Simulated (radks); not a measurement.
Valence configurations of neutral promethium (all share [Xe]). Calculated with a radial shooting solver on a logarithmic mesh with Libxc functionals: scalar-relativistic Kohn-Sham, BLYP, spin-polarised, spherical densities, point nucleus; open shells are filled with parallel spins first (spin-orbit coupling, left out, can overturn this in heavy ions). Energies are relative to 4f5 6s2; eigenvalues in eV for spin up.

valence,E (eV),moment (Bohr magnetons),e(4f),e(5d),e(6p),e(6s)
4f5 6s2,0.000,5,-2.874,-,-,-3.472
4f5 5d0.5 6s1.5,0.703,6,-2.220,-1.536,-,-3.369
4f5 5d1 6s1,1.332,7,-1.671,-1.306,-,-3.294
4f4 5d1 6s2,3.148,5,-8.290,-2.973,-,-3.930
4f5 5d2,3.373,7,-1.025,-0.990,-,-
4f4 5d0.5 6s1.5 6p1,5.331,6,-10.386,-4.483,-2.028,-5.021
4f4 6s2 6p1,5.447,5,-11.457,-,-2.128,-5.222
4f3 5d2 6s2,10.975,5,-14.462,-4.115,-,-4.254
4f3 5d4,11.632,7,-10.853,-2.071,-,-

NIST lists [Xe] 4f5 6s2 as the ground configuration; this level of theory agrees among the configurations tried. The energies are those of spherical high-spin densities, not of single terms. No valid solution was reached for [Xe] 4f6 6s1.
